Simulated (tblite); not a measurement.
A geometry optimisation, step by step.

Compound: C7H13ClSi.
Atom-mapped SMILES: `[SiH3:1][C@@H:2]1[CH2:3][CH2:4][CH2:5]/[C:6](=[CH:7]\[Cl:8])[CH2:9]1` (hydrogens: H10, H11, H12 on Si1; H13 on C2; H14, H15 on C3; H16, H17 on C4; H18, H19 on C5; H20 on C7; H21, H22 on C9)

Computed with GFN2-xTB (tblite), gas phase: L-BFGS steps from a force-field or distance-geometry start until the largest atomic force falls under 0.01 eV/Å. 7 of its 95 geometries are shown.

Step 0: E = -758.5059 eV, largest atomic force 1.989 eV/Å
```
atom  x, y, z in Å  |  force x, y, z in eV/Å
Si1     2.760    0.299   -0.433    1.773   0.879  -0.202
C2      0.986    0.124    0.017   -0.477   0.415   0.746
C3      0.641   -1.159    0.755   -0.583   0.055  -0.118
C4     -0.714   -0.890    1.411    0.568  -0.397   1.674
C5     -1.794   -0.489    0.456   -0.332  -0.546  -1.819
C6     -1.282    0.518   -0.551   -0.718   0.390   0.076
C7     -1.948    1.628   -0.850    0.064  -0.377   0.277
Cl8    -3.495    2.016   -0.094    0.715   0.152  -0.521
C9      0.045    0.173   -1.172   -1.000  -0.660   0.558
H10     2.902    1.474   -1.333   -0.068  -0.309   0.104
H11     3.332   -0.878   -1.064   -0.028  -0.177  -0.083
H12     3.551    0.646    0.773   -0.183  -0.203  -0.182
H13     0.704    0.971    0.695    0.367  -0.369  -0.430
H14     1.394   -1.437    1.507   -0.297  -0.043  -0.299
H15     0.498   -1.936   -0.018    0.453  -0.148   0.672
H16    -1.032   -1.779    1.993    0.067   0.401  -0.163
H17    -0.548   -0.051    2.127   -0.235  -0.540  -0.202
H18    -2.099   -1.372   -0.189    0.112   0.591   0.818
H19    -2.677   -0.110    0.974    0.183  -0.129  -0.087
H20    -1.512    2.305   -1.567   -0.535   0.340   0.039
H21    -0.083   -0.885   -1.482    0.318   0.773  -0.753
H22     0.361    0.852   -1.956   -0.165  -0.098  -0.106
```

Step 16: E = -758.9887 eV, largest atomic force 0.124 eV/Å
```
atom  x, y, z in Å  |  force x, y, z in eV/Å
Si1     2.834    0.280   -0.481    0.120   0.019  -0.026
C2      0.996    0.106   -0.008    0.045   0.032   0.064
C3      0.624   -1.126    0.811   -0.003  -0.022   0.079
C4     -0.739   -0.904    1.460   -0.057   0.003  -0.024
C5     -1.814   -0.546    0.424   -0.032  -0.008  -0.006
C6     -1.342    0.478   -0.563    0.000   0.030   0.042
C7     -1.973    1.609   -0.847   -0.006   0.032   0.029
Cl8    -3.469    2.119   -0.139    0.064  -0.093  -0.032
C9      0.005    0.207   -1.169   -0.012   0.037  -0.020
H10     2.961    1.435   -1.377   -0.020  -0.078   0.001
H11     3.377   -0.920   -1.118   -0.063  -0.026  -0.018
H12     3.586    0.564    0.748   -0.039  -0.072  -0.046
H13     0.801    0.974    0.632   -0.012   0.094   0.067
H14     1.361   -1.310    1.593    0.080   0.006   0.050
H15     0.592   -2.015    0.176    0.030   0.046  -0.053
H16    -1.057   -1.804    1.993    0.024   0.024   0.042
H17    -0.651   -0.096    2.191   -0.035   0.006  -0.035
H18    -2.086   -1.455   -0.119    0.004  -0.010  -0.068
H19    -2.704   -0.180    0.937   -0.042  -0.039  -0.011
H20    -1.585    2.321   -1.560   -0.054   0.007   0.015
H21    -0.006   -0.727   -1.732   -0.019  -0.052  -0.004
H22     0.277    1.009   -1.853    0.026   0.062  -0.046
```

Step 31: E = -759.0657 eV, largest atomic force 0.155 eV/Å
```
atom  x, y, z in Å  |  force x, y, z in eV/Å
Si1     2.842    0.151   -0.537   -0.063   0.036   0.015
C2      1.032    0.224    0.060   -0.084  -0.047   0.030
C3      0.648   -0.995    0.897   -0.021  -0.017   0.025
C4     -0.775   -0.862    1.440    0.108  -0.014   0.110
C5     -1.803   -0.622    0.331    0.059  -0.048   0.017
C6     -1.352    0.496   -0.555    0.099  -0.010   0.018
C7     -2.049    1.596   -0.799    0.120  -0.013   0.001
Cl8    -3.596    1.946   -0.120   -0.079  -0.036  -0.008
C9      0.037    0.326   -1.103    0.022  -0.022  -0.042
H10     3.031    1.248   -1.486    0.082   0.050   0.043
H11     3.123   -1.105   -1.229   -0.028  -0.071   0.006
H12     3.686    0.262    0.655    0.049   0.025  -0.068
H13     0.914    1.124    0.681   -0.029  -0.087  -0.023
H14     1.340   -1.118    1.736   -0.040   0.023  -0.057
H15     0.727   -1.893    0.273   -0.045   0.060   0.074
H16    -1.036   -1.762    2.004   -0.046   0.025  -0.042
H17    -0.813   -0.018    2.133    0.029   0.008  -0.002
H18    -1.906   -1.525   -0.280   -0.005   0.011   0.063
H19    -2.768   -0.388    0.783   -0.013  -0.058  -0.086
H20    -1.690    2.376   -1.449    0.006   0.091  -0.024
H21     0.098   -0.602   -1.682   -0.070   0.098  -0.022
H22     0.301    1.160   -1.755   -0.052  -0.004  -0.026
```

Step 47: E = -759.0898 eV, largest atomic force 0.034 eV/Å
```
atom  x, y, z in Å  |  force x, y, z in eV/Å
Si1     2.835    0.104   -0.559   -0.007  -0.006   0.001
C2      1.037    0.240    0.069   -0.010   0.011   0.002
C3      0.644   -0.956    0.935    0.018  -0.010  -0.017
C4     -0.786   -0.834    1.455    0.032   0.012   0.003
C5     -1.776   -0.650    0.300    0.007  -0.012   0.005
C6     -1.345    0.504   -0.550   -0.015  -0.014  -0.013
C7     -2.066    1.593   -0.771    0.014   0.010   0.007
Cl8    -3.655    1.849   -0.143   -0.001  -0.008   0.003
C9      0.046    0.370   -1.096   -0.014   0.000   0.000
H10     3.107    1.204   -1.485   -0.005  -0.002   0.012
H11     2.986   -1.177   -1.253    0.014   0.006  -0.008
H12     3.753    0.164    0.579   -0.015  -0.008   0.000
H13     0.936    1.145    0.678    0.012   0.004   0.020
H14     1.331   -1.041    1.780   -0.011  -0.002   0.003
H15     0.735   -1.872    0.345   -0.010  -0.020  -0.013
H16    -1.051   -1.727    2.025   -0.004   0.033   0.001
H17    -0.857    0.027    2.124   -0.002   0.009  -0.003
H18    -1.784   -1.555   -0.314   -0.004  -0.009   0.015
H19    -2.780   -0.488    0.691   -0.002  -0.010  -0.015
H20    -1.719    2.417   -1.375    0.000   0.010  -0.011
H21     0.101   -0.528   -1.717    0.005   0.007   0.001
H22     0.298    1.230   -1.718   -0.002   0.000   0.006
```

Step 63: E = -759.0923 eV, largest atomic force 0.018 eV/Å
```
atom  x, y, z in Å  |  force x, y, z in eV/Å
Si1     2.834    0.097   -0.561    0.009  -0.013   0.001
C2      1.037    0.234    0.067    0.001   0.005  -0.006
C3      0.640   -0.963    0.931    0.001   0.011  -0.005
C4     -0.784   -0.814    1.457    0.005   0.000   0.005
C5     -1.772   -0.659    0.297   -0.006  -0.007  -0.001
C6     -1.347    0.497   -0.554   -0.005  -0.002  -0.003
C7     -2.070    1.586   -0.767    0.004   0.005  -0.001
Cl8    -3.663    1.831   -0.141   -0.002  -0.003   0.002
C9      0.046    0.375   -1.095   -0.002  -0.002  -0.002
H10     3.109    1.214   -1.466    0.003  -0.001   0.007
H11     2.994   -1.171   -1.278   -0.003   0.018   0.001
H12     3.740    0.135    0.587    0.004  -0.005  -0.003
H13     0.945    1.136    0.685    0.001  -0.003  -0.003
H14     1.332   -1.056    1.772   -0.005  -0.009  -0.004
H15     0.713   -1.878    0.338   -0.001   0.006   0.011
H16    -1.057   -1.683    2.059    0.002  -0.002   0.000
H17    -0.845    0.070    2.097   -0.001   0.000   0.001
H18    -1.760   -1.571   -0.306   -0.001  -0.002  -0.003
H19    -2.783   -0.510    0.676    0.000   0.003   0.007
H20    -1.724    2.416   -1.363   -0.007   0.003  -0.008
H21     0.108   -0.513   -1.730   -0.003  -0.002   0.002
H22     0.295    1.245   -1.705    0.007   0.002   0.000
```

Step 78: E = -759.0928 eV, largest atomic force 0.024 eV/Å
```
atom  x, y, z in Å  |  force x, y, z in eV/Å
Si1     2.839    0.093   -0.559   -0.023   0.006   0.000
C2      1.040    0.234    0.064   -0.022   0.006   0.006
C3      0.641   -0.960    0.931   -0.005  -0.001   0.000
C4     -0.782   -0.807    1.460    0.000  -0.003   0.008
C5     -1.771   -0.657    0.301    0.000   0.002  -0.009
C6     -1.348    0.497   -0.556    0.005   0.002  -0.001
C7     -2.077    1.581   -0.774    0.006  -0.006   0.006
Cl8    -3.669    1.819   -0.140    0.016   0.001  -0.016
C9      0.046    0.375   -1.097   -0.002   0.003   0.000
H10     3.127    1.229   -1.434    0.006   0.011  -0.006
H11     2.990   -1.157   -1.308    0.000   0.000   0.001
H12     3.742    0.098    0.592    0.002  -0.010   0.003
H13     0.948    1.135    0.681    0.010   0.013  -0.004
H14     1.332   -1.055    1.772    0.005  -0.006  -0.004
H15     0.708   -1.876    0.339    0.006  -0.012   0.006
H16    -1.054   -1.675    2.064    0.000  -0.008   0.001
H17    -0.843    0.078    2.097    0.008   0.008   0.001
H18    -1.762   -1.571   -0.299    0.002   0.001  -0.006
H19    -2.781   -0.506    0.681   -0.003   0.003   0.004
H20    -1.740    2.410   -1.377   -0.003  -0.010   0.006
H21     0.107   -0.512   -1.733   -0.003  -0.008   0.007
H22     0.296    1.245   -1.706   -0.001   0.008  -0.002
```

Step 94: E = -759.0936 eV, largest atomic force 0.010 eV/Å
```
atom  x, y, z in Å  |  force x, y, z in eV/Å
Si1     2.837    0.094   -0.561   -0.002   0.002  -0.001
C2      1.039    0.238    0.065    0.000   0.002   0.001
C3      0.645   -0.955    0.933    0.001   0.000  -0.001
C4     -0.777   -0.803    1.465    0.000  -0.003   0.001
C5     -1.770   -0.654    0.309   -0.002   0.002  -0.002
C6     -1.350    0.495   -0.555    0.004   0.004   0.002
C7     -2.082    1.574   -0.786    0.000   0.000   0.001
Cl8    -3.679    1.810   -0.165   -0.002   0.001   0.000
C9      0.045    0.375   -1.096    0.003   0.001   0.001
H10     3.156    1.263   -1.382   -0.005  -0.005   0.007
H11     2.966   -1.125   -1.362   -0.001   0.000  -0.007
H12     3.733    0.021    0.594    0.002   0.006  -0.004
H13     0.948    1.142    0.679    0.002   0.003  -0.001
H14     1.339   -1.049    1.772    0.001   0.000  -0.002
H15     0.713   -1.873    0.343   -0.001  -0.003   0.003
H16    -1.047   -1.670    2.071   -0.002  -0.001   0.005
H17    -0.835    0.084    2.101    0.001  -0.002   0.000
H18    -1.764   -1.570   -0.288   -0.001  -0.003   0.002
H19    -2.777   -0.501    0.694   -0.007   0.001  -0.003
H20    -1.747    2.398   -1.396    0.003  -0.002   0.000
H21     0.105   -0.516   -1.727    0.005   0.000   0.001
H22     0.292    1.243   -1.709    0.003  -0.002  -0.001
```

**Question.** Summarise the path.

**Answer.** The energy falls by 13.55 kcal/mol from step 0 to step 94; nine tenths of that is first reached at step 27. It falls at every step. The largest force goes from 1.989 to 0.010 eV/Å. Among the bonds Si1–C2 changes most, from 1.839 to 1.909 Å; the atoms move by 0.356 Å rms after alignment.

What follows is the cost of the whole relaxation. Hardware: an Arm Neoverse V1 with one thread (shared host). Cost: 0.97 s of wall time.
